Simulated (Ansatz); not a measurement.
The cluster Li₆N₂, relaxed as a singlet with RKS r2SCAN-D4/def2-TZVP in Ansatz, starting from the GFN1-xTB geometry. Force threshold 0.02 eV/Å.

The structure comes from a short search, and lower isomers may exist.

Start:

```
atom   x (Å)   y (Å)   z (Å)
 Li1  -0.102  -1.029  -0.491
 Li2   2.140   0.367  -1.992
 Li3   0.212   1.942  -2.324
 Li4  -2.263  -0.933   1.722
 Li5   0.041  -1.405   2.636
 Li6   0.043   1.037   0.480
  N7   0.570   0.588  -1.338
  N8  -0.642  -0.568   1.307
```

Estimate the energy that the relaxation releases and the steps that it takes.

0.42 eV, in 7 steps; 11 s on 4 threads of Arm Neoverse V2 on a shared host. No frequencies were taken in this run, so the end may be a saddle point.

Does the start keep its bonding?

By distances, no bond broke or formed. The bond that changes most is Li4–N8, from 1.71 to 1.75 Å (atoms count from 1). The end is the same structure that another start reached.

Predict the relaxed structure.


```xyz
8

Li   -0.201   -0.890   -0.561
Li    2.374    0.501   -1.660
Li   -0.243    1.607   -2.446
Li   -2.376   -0.508    1.651
Li    0.240   -1.598    2.455
Li    0.205    0.888    0.562
N     0.669    0.661   -1.287
N    -0.669   -0.661    1.287
```
Bond lengths (bridged metal pairs left out): 8 × Li–N 1.75 to 1.92 Å.
